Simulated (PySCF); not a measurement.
Isomers of C5H6OS. Theory: PBE0-D3(BJ)/def2-SVP geometry optimisation, gas phase (PySCF 2.14.0). Energies are electronic, without zero-point or thermal terms, for one conformer each. No frequencies were run at this level. Point groups hold within 0.08 Å.

Question: Order them by energy at this level, lowest first, and give relative energies in kcal/mol.
A. `[CH3:1][O:2][c:3]1[cH:4][cH:5][cH:6][s:7]1` with C1–O2–C3–C4 2°
B. `[CH3:1][S:2][c:3]1[cH:4][cH:5][o:6][cH:7]1` with C1–S2–C3–C4 180°
C. `[CH3:1][O:2][c:3]1[cH:4][cH:5][s:6][cH:7]1` with C1–O2–C3–C4 1°

Answer: C (0.0), B (0.1), A (0.3).

Neighbours under 2.5 kcal/mol apart (COc1ccsc1 and CSc1ccoc1; CSc1ccoc1 and COc1cccs1) can change places with a better method, another conformer or zero-point energy.

| SMILES | E (Eh) | E rel (kcal/mol) | dipole (D) | point group | A, B, C (MHz) |
| --- | --- | --- | --- | --- | --- |
| COc1ccsc1 | -666.76696 | 0.0 | 1.83 | Cs | 6533, 1484, 1219 |
| CSc1ccoc1 | -666.76686 | 0.1 | 0.89 | Cs | 5874, 1502, 1206 |
| COc1cccs1 | -666.76656 | 0.3 | 1.85 | Cs | 4842, 1812, 1330 |

Question: How do the relative energies change in single points at PBE0/pcSseg-1 (no added dispersion term) on the same geometries?

Answer: 
```json
{"SMILES": "COc1ccsc1", "PBE0-D3(BJ)/def2-SVP (kcal/mol)": "0.0", "PBE0/pcSseg-1 (kcal/mol)": "0.7", "shift": "+0.7"}
{"SMILES": "CSc1ccoc1", "PBE0-D3(BJ)/def2-SVP (kcal/mol)": "0.1", "PBE0/pcSseg-1 (kcal/mol)": "0.0", "shift": "-0.1"}
{"SMILES": "COc1cccs1", "PBE0-D3(BJ)/def2-SVP (kcal/mol)": "0.3", "PBE0/pcSseg-1 (kcal/mol)": "0.8", "shift": "+0.5"}
```

Each column counts from its own lowest isomer. CSc1ccoc1 becomes the lowest; the largest shift is 0.7 kcal/mol.

Question: As an exercise, what shares would exp(−E/RT) give at 1000 K from these electronic energies alone (no entropy, no degeneracies)?

Answer: RT = 1.987 kcal/mol: COc1ccsc1 35.1 %, CSc1ccoc1 34.0 %, COc1cccs1 30.9 %.
